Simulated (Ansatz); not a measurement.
Geometry optimisation, RHF/def2-SVP (Ansatz 0.2.0).

The input (input.yaml):

```yaml
crystal:
  periodic: [false, false, false]
  atoms:
    - { symbol: Ta, position_ang: [-0.493938, 0.634376, -0.165697] }
    - { symbol: F, position_ang: [2.273117, -0.827075, -0.304747] }
    - { symbol: F, position_ang: [0.208954, 1.352807, 1.439008] }
    - { symbol: Cl, position_ang: [-0.833413, -0.04176, -2.443097] }
    - { symbol: O, position_ang: [-2.170563, 1.384835, 0.029677] }
    - { symbol: H, position_ang: [-3.022919, 1.762369, -0.103438] }
    - { symbol: O, position_ang: [-0.489612, -1.117268, 0.474564] }
    - { symbol: H, position_ang: [0.10208, -1.850385, 0.562976] }
    - { symbol: "N", position_ang: [1.072325, 1.774741, -0.985105] }
    - { symbol: H, position_ang: [1.151768, 1.973434, -1.965253] }
    - { symbol: H, position_ang: [1.514902, 2.482695, -0.425274] }
    - { symbol: H, position_ang: [2.418499, -0.00467, -0.673713] }
basis:
  gaussian: { orbitals: def2-SVP }
hamiltonian:
  xc: hf
relax:
  f_tol: 0.03
  max_steps: 50
```

Run as:

```bash
$ ansatz run input.yaml --threads 4 --pin off --max-ram 5120MiB --backend cpu --events-out ev --progress --plain --runs-dir out
```

Where does it end, and by what steps?

It converged. After 14 steps the energy has fallen by 0.137 eV; F2 moved furthest, 0.27 Å.

```tsv
step	energy less start (eV)	largest force component (eV/Å)	accepted
0	0.0000	1.169	yes
1	-0.0549	1.729	yes
2	-0.1019	0.437	yes
3	-0.1177	0.377	yes
4	-0.1253	0.142	yes
5	-0.1286	0.079	yes
6	-0.1330	0.154	yes
7	-0.1349	0.064	yes
8	-0.1358	0.064	yes
9	-0.1362	0.048	yes
10	-0.1363	0.057	yes
11	-0.1364	0.101	yes
12	-0.1366	0.066	yes
13	-0.1368	0.032	yes
14	-0.1369	0.026	yes
```

```xyz
12
Properties=species:S:1:pos:R:3
Ta -0.558 0.693 -0.155
F 2.532 -0.820 -0.390
F 0.089 1.475 1.445
Cl -0.985 0.089 -2.444
O -2.257 1.428 0.050
H -3.107 1.769 -0.170
O -0.390 -1.061 0.444
H 0.274 -1.736 0.495
N 1.065 1.608 -0.918
H 1.202 1.777 -1.898
H 1.564 2.280 -0.359
H 2.302 0.022 -0.660
```

Whether the end is a true minimum wasn't checked by a vibrational analysis.

The run took 39 s on 4 threads of Arm Neoverse V1, with other jobs on the host, peak memory 0.42 GiB.
